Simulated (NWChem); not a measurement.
System: CHClO$_{3}$Si; SMILES O=C1O[SiH](Cl)O1

The following NWChem deck was run.

```
start job
memory heap 200 mb stack 900 mb global 1100 mb
geometry units angstroms noautosym nocenter noautoz
  O     -0.646040     2.655268     0.000000
  C     -0.187651     1.571401     0.000000
  O      0.148415     0.788987     1.081638
  Si     0.673191    -0.411695     0.000000
  Cl    -0.426396    -2.108089     0.000000
  O      0.148415     0.788987    -1.081638
  H      2.110821    -0.715840     0.000000
end
basis spherical
  * library def2-svp
end
dft
  xc b3lyp
  iterations 150
end
cosmo
  do_cosmo_smd true
  solvent thf
end
task dft energy
```

Geometry: optimised at PBE0/def2-SVP. B3LYP is NWChem's, with the RPA form of VWN correlation. Solvent: tetrahydrofuran.

Level: B3LYP/def2-SVP with SMD (1 M gas to 1 M solution), gas-phase geometry. Reactions with the solvent are ignored.

Predict the main results of this run. (B3LYP/def2-SVP, SMD on the gas-phase geometry.) Quantities: solvation free energy (kcal/mol); cavity-dispersion-structure term (kcal/mol); dipole in solution (D).


```
Quantity                                     Value
-------------------------------------------  -----
solvation free energy (kcal/mol)              -6.2
cavity-dispersion-structure term (kcal/mol)   -2.1
dipole in solution (D)                        4.76
```
